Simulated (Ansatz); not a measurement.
```yaml
crystal:
  periodic: [false, false, false]
  atoms:
    - {symbol: C, position_ang: [-1.286961, -0.048124, 1.245614]}
    - {symbol: S, position_ang: [0.096725, 1.126704, 1.122541]}
    - {symbol: Si, position_ang: [1.196328, 0.300737, -0.464701]}
    - {symbol: F, position_ang: [1.746096, -1.167567, -0.148398]}
    - {symbol: S, position_ang: [-0.059898, 0.137915, -2.170943]}
    - {symbol: H, position_ang: [-1.970766, 0.364139, 1.986355]}
    - {symbol: H, position_ang: [-1.803426, -0.145442, 0.292412]}
    - {symbol: H, position_ang: [-0.934977, -1.021309, 1.583056]}
    - {symbol: H, position_ang: [2.371934, 1.171370, -0.668340]}
    - {symbol: H, position_ang: [0.728143, -0.769723, -2.774496]}
basis:
  gaussian: {orbitals: def2-SVPD}
hamiltonian: {xc: {name: M06-2X}}
output: {forces: true}
```

```sh
$ ansatz run in.yaml --threads 4 --pin off --events-out ev --progress --plain --max-ram 10444MiB
```

Output, abridged:

```
Error: YAML parse error: error: line 16 column 19: hamiltonian.xc: no functional is named "M06-2X"; the names, which are not case-sensitive, are SVWN5, SPW92, PBE, PBE0, PBEsol, revPBE, revPBE0, RPBE, rPW86-PBE, HSE06, wPBEh, LC-wPBE, HISS, HF, BLYP, B3LYP, B3LYP5, BHLYP, CAM-B3LYP, r2SCAN, r2SCANh, r2SCAN0, r2SCAN50, m-r2SCAN, B97, wB97, wB97X, wB97X-V, B97M-V, wB97M-V, B2PLYP, B2GP-PLYP, PBE0-DH, PBE-QIDH
14 | basis:
15 |   gaussian: {orbitals: def2-SVPD}
16 | hamiltonian: {xc: {name: M06-2X}}
17 | output: {forces: true}
```

What is wrong with this run?

The method's name isn't one that the program takes here. The program refused the input.

HSE06 is defined as in plane-wave codes.
